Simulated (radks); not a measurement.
Neutral phosphorus, [Ne] 3s2 3p3. Calculated with a radial shooting solver on a logarithmic mesh with Libxc functionals: non-relativistic Kohn-Sham, exchange-only PBE, spin-polarised, spherical densities, point nucleus. Every spin shell is full or empty, so the densities are truly spherical. Functionals are evaluated on that one density, not self-consistently. Rank these exchange functionals by their error against the exact value of the orbitals, and give that value: LDA, PBE, PBEsol, PW86, WC, AM05, TPSS, r2SCAN, Tao-Mo, TASK.

Answer. Exact: -22.5812 hartree. From best to worst, with 100 (|E| - |E exact|)/|E exact| (equal figures are ties): r2SCAN +0.05, Tao-Mo -0.07, TPSS +0.26, PBE -0.51, PW86 +0.57, WC -1.60, TASK -2.97, PBEsol -3.51, AM05 -7.04, LDA -8.07.
